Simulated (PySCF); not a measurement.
## Two-component Hartree-Fock for Ga (gallium, neutral)

Start: [Ar] 3d10 4s1 4p1 5s1; 4s1/2 filled at m_j = +1/2; 4p3/2 filled at m_j = +3/2; 5s1/2 filled at m_j = +1/2. Calculated with PySCF 2.14 in x2c-TZVPall-2c with one added diffuse shell each of s, p, d type (7s8p5d1f, 63 functions): generalised Hartree-Fock with the X2C-1e Hamiltonian and a Gaussian nucleus; one run each with spin-orbit coupling (SO) switched off, then screened by Boettger's factors. This is a chosen level, not necessarily the ground level.

| spinor shell | electrons | ε, spin-free (eV) | ε, screened SO (eV) | weight of nominal j (screened SO) | rms radius, screened SO (bohr) |
| --- | --- | --- | --- | --- | --- |
| 1s1/2 | 2 | -10446.6 | -10446.5 | 1.000 | 0.0560 |
| 2s1/2 | 2 | -1346.2 | -1346.2 | 1.000 | 0.235 |
| 2p1/2 | 2 | -1168.1 | -1187.1 | 1.000 | 0.209 |
| 2p3/2 | 4 | -1168.1 | -1158.9 | 1.000 | 0.212 |
| 3s1/2 | 2 | -184.07 | -184.10 | 1.000 | 0.699 |
| 3p1/2 | 2 | -128.23 | -130.86 | 0.999 | 0.730 |
| 3p3/2 | 4 | -128.23 | -127.01 | 1.000 | 0.740 |
| 3d3/2 | 4 | -36.824 | -37.170 | 0.968 | 0.890 |
| 4s1/2 | 1 | -17.787 | -17.799 | 0.999 | 2.42 |
| 4p3/2 | 1 | -9.690 | -9.637 | 1.000 | 3.18 |
| 5s1/2 | 1 | -2.793 | -2.797 | 1.000 | 6.62 |

Question: Where does 3d5/2 lie, and what is the 3d spin-orbit splitting (screened SO)?

Answer: At -36.649 eV, 0.521 eV above 3d3/2.

| quantity | spin-free | screened SO |
| --- | --- | --- |
| E (hartree) | -1941.86270 | -1941.92387 |
| M_J | 5/2 | 5/2 |
| ⟨J²⟩ | 8.760 | 8.759 |
| ⟨L²⟩ | 2.008 | 2.010 |
| ⟨S²⟩ | 3.752 | 3.754 |

Each row is a mean over spinors that exchange with the open shell spreads, by up to 0.529 eV (3s1/2).

Without spin-orbit coupling the j labels of p, d and f shells carry no meaning; the spin-free column gives the mean over the occupied spinors of each nl shell.
